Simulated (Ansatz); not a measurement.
```yaml
crystal:
  periodic: [false, false, false]
  atoms:
    - {symbol: O, position_ang: [-0.969030, 0.897603, 1.251386]}
    - {symbol: Sn, position_ang: [-0.035069, 0.065539, -0.231443]}
    - {symbol: O, position_ang: [1.708573, -0.516751, 0.384844]}
    - {symbol: O, position_ang: [-0.916592, -1.527437, -0.881243]}
    - {symbol: Cl, position_ang: [0.060177, 1.616336, -1.933567]}
    - {symbol: H, position_ang: [-1.432445, 1.699785, 0.993993]}
    - {symbol: H, position_ang: [2.050365, 0.018274, 1.106879]}
    - {symbol: H, position_ang: [-0.373778, -2.310449, -0.746649]}
basis:
  gaussian: {orbitals: def2-SVPD}
total_charge: -2
hamiltonian: {xc: {name: B3LYP5}}
output: {forces: true}
```

```sh
$ ansatz run in.yaml --threads 4 --pin off --events-out ev --progress --plain --max-ram 10444MiB
```

It prints (some lines left out):

```
Functional definition: B3LYP5
1571 factors; integrals over basis functions are off by at most 1.1e-3 eV
mean field evaluation 1: about -24526.5281 eV, gradient 4.0e1 eV
mean field evaluation 2: about -24520.0280 eV, gradient 6.7e1 eV
mean field evaluation 4: about -24530.7533 eV, gradient 5.6e0 eV
mean field evaluation 8: about -24530.9192 eV, gradient 3.9e-1 eV
mean field evaluation 16: about -24530.9197 eV, gradient 3.4e-4 eV
mean field -24530.91966390 eV, -901.4946699939 hartree, gradient 7.7e-5 eV, S^2 0.000000; 0 other end points of the search recorded, 0 dependent functions left out
reference -24530.91988811 eV, -901.4946782333 hartree; 34, 34 occupied and 118, 118 virtual orbitals, 1571 factors
Total energy: -24530.91988811 eV, -901.4946782333 hartree
Atom 0 at    -0.969030     0.897603     1.251386 Å, force    -1.211951     0.798782     2.601719 eV/Å
Atom 1 at    -0.035069     0.065539    -0.231443 Å, force     0.125486    -0.056532     0.251427 eV/Å
Atom 2 at     1.708573    -0.516751     0.384844 Å, force     2.413315    -1.412672     0.503942 eV/Å
Atom 3 at    -0.916592    -1.527437    -0.881243 Å, force    -1.756916    -2.153177    -1.086550 eV/Å
Atom 4 at     0.060177     1.616336    -1.933567 Å, force     0.142405     2.498681    -2.765864 eV/Å
Atom 5 at    -1.432445     1.699785     0.993993 Å, force    -0.327424     0.510396    -0.111625 eV/Å
Atom 6 at     2.050365     0.018274     1.106879 Å, force     0.276910     0.403347     0.532549 eV/Å
Atom 7 at    -0.373778    -2.310449    -0.746649 Å, force     0.338175    -0.588826     0.074402 eV/Å
Dipole moment:     0.023945     0.029382     0.086461 e Å
```

(1) Something in this input is off. What?

## Answers

(1) The charge is far from anything that the molecule holds. The run converged. The result belongs to that input, not to the molecule as meant.

B3LYP here is the variant with VWN-RPA as its local correlation; programs differ in this.
